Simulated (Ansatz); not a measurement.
Si2H3Cl3, closed shell: at the start structure of a reaction step.

Input (in.yaml):

```yaml
crystal:
  periodic: [false, false, false]
  atoms:
    - {symbol: Si, position_ang: [-0.358982, 0.072840, 1.204518]}
    - {symbol: Si, position_ang: [0.305507, -0.061885, -1.025052]}
    - {symbol: Cl, position_ang: [2.129796, -0.969242, -1.180616]}
    - {symbol: Cl, position_ang: [-1.042248, -1.143610, -2.115448]}
    - {symbol: Cl, position_ang: [0.445852, 1.802421, -1.849728]}
    - {symbol: H, position_ang: [-1.685748, 0.735968, 1.262303]}
    - {symbol: H, position_ang: [0.649500, 0.866891, 1.950105]}
    - {symbol: H, position_ang: [-0.443676, -1.303481, 1.754019]}
basis:
  gaussian: {orbitals: def2-SVP}
hamiltonian: {xc: pbe0, dispersion: d4}
```

Launched with

```bash
ansatz run in.yaml --threads 8 --pin off --events-out ev --progress --plain --max-ram 19148MiB
```

What Ansatz 0.2.0 printed:

```
Functional definition: PBE0
  name "PBE0"
  cite "Adamo & Barone, J. Chem. Phys. 110, 6158 (1999) doi:10.1063/1.478522"
  cite "Perdew, Burke & Ernzerhof, Phys. Rev. Lett. 77, 3865 (1996) doi:10.1103/PhysRevLett.77.3865"
  parent pbe
  parameter a = 0.25
  parameter kappa = 0.804
  parameter beta = 0.06672455060314922
  exchange = (1 - a)*pbe_x(kappa = kappa, mu = beta*pi^2/3) + a*exact_x
  correlation = pbe_c(beta = beta)
963 factors; integrals over basis functions are off by at most 1.2e-3 eV
mean field evaluation 1: about -53339.7764 eV, gradient 1.5e1 eV
mean field evaluation 2: about -53339.7219 eV, gradient 1.6e1 eV
mean field evaluation 4: about -53340.3775 eV, gradient 3.3e-1 eV
mean field evaluation 8: about -53340.4209 eV, gradient 3.9e-2 eV
mean field -53340.42095198 eV, -1960.2243145495 hartree, gradient 4.8e-5 eV, S^2 0.000000; 0 other end points of the search recorded, 0 dependent functions left out
reference -53340.42097652 eV, -1960.2243154513 hartree; 41, 41 occupied and 64, 64 virtual orbitals, 963 factors
Total energy: -53340.69760448 eV, -1960.2344813411 hartree
```

The lines “mean field evaluation” count trial sets of orbitals through the whole run, from several starts and some on an approximate energy, so they need not fall steadily or lie above the final value.

The run took about 0.6 s on 8 CPU threads of an Intel Xeon Platinum 8259CL (shared host).
